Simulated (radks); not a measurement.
Calculated with a radial shooting solver on a logarithmic mesh with Libxc functionals: non-relativistic Kohn-Sham, LB94 model potential, spin-polarised, spherical densities, point nucleus; open shells are filled with parallel spins first (spin-orbit coupling, left out, can overturn this in heavy ions). Response by self-consistent Sternheimer equations with the Hartree and adiabatic LDA kernel. For heavy and open-shell atoms this level of theory can miss by tens of per cent. Estimate the static dipole polarisabilities of Tc3+ ([Kr] 4d4) and Fe ([Ar] 3d6 4s2) and the C6 coefficients of the three pairs.

Answer. alpha = 5.318 and 47.80 bohr^3; C6 = 24.42 (Tc3+-Tc3+), 75.57 (Tc3+-Fe), 380.0 (Fe-Fe) hartree bohr^6.
